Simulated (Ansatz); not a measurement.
Geometry optimisation, RKS PBE0/def2-SVP in Ansatz.

Input file:

```yaml
crystal:
  periodic: [false, false, false]
  atoms:
    - { symbol: Ta, position_ang: [0.0, 0.0, 0.0] }
    - { symbol: "N", position_ang: [2.16, 0.0, 0.0] }
    - { symbol: H, position_ang: [2.69, -0.5118, 0.762] }
    - { symbol: H, position_ang: [2.69, 0.5118, -0.762] }
    - { symbol: "N", position_ang: [0.0, 0.0, 2.16] }
    - { symbol: H, position_ang: [-0.2456, -0.8845, 2.69] }
    - { symbol: H, position_ang: [0.2456, 0.8845, 2.69] }
    - { symbol: F, position_ang: [0.0, 0.0, -1.93] }
    - { symbol: F, position_ang: [-0.965, 1.6714, 0.0] }
    - { symbol: Cl, position_ang: [-1.235, -2.139, 0.0] }
basis:
  gaussian: { orbitals: def2-SVP }
hamiltonian:
  xc: pbe0
relax:
  f_tol: 0.02
  max_steps: 40
```

Launched with:

```bash
$ ansatz run input.yaml --threads 2 --pin off --max-ram 3072MiB --backend cpu --events-out ev --progress --plain --runs-dir out
```

Task: Where does it end, and by what steps?

Result: It converged. After 16 steps the energy has fallen by 1.571 eV; F9 moved furthest, 0.95 Å.

```tsv
step	energy less start (eV)	largest force component (eV/Å)	accepted
0	0.0000	2.591	yes
1	-1.1717	1.051	yes
2	-1.3683	0.760	yes
3	-1.4113	1.161	yes
4	-1.4648	0.674	yes
5	-1.4921	0.592	yes
6	-1.5049	0.322	yes
7	-1.5148	0.123	yes
8	-1.5245	0.312	yes
9	-1.5340	0.344	yes
10	-1.5446	0.666	yes
11	-1.5639	0.140	yes
12	-1.5590	0.433	no
13	-1.5702	0.058	yes
14	-1.5704	0.064	yes
15	-1.5709	0.026	yes
16	-1.5709	0.011	yes
```

```xyz
10
Properties=species:S:1:pos:R:3
Ta 0.186 0.027 0.097
N 2.116 -0.071 -0.097
H 2.796 -0.137 0.656
H 2.578 -0.083 -1.005
N -0.212 -0.017 2.029
H -0.489 -0.848 2.544
H -0.455 0.831 2.537
F -0.676 0.203 -1.578
F -0.099 1.887 0.325
Cl -0.405 -2.260 0.100
```

Whether the end is a true minimum wasn't checked by a vibrational analysis.

The run took 52 s on 2 threads of Intel(R) Xeon(R) 6975P-C (Granite Rapids), with other jobs on the host, peak memory 0.35 GiB.
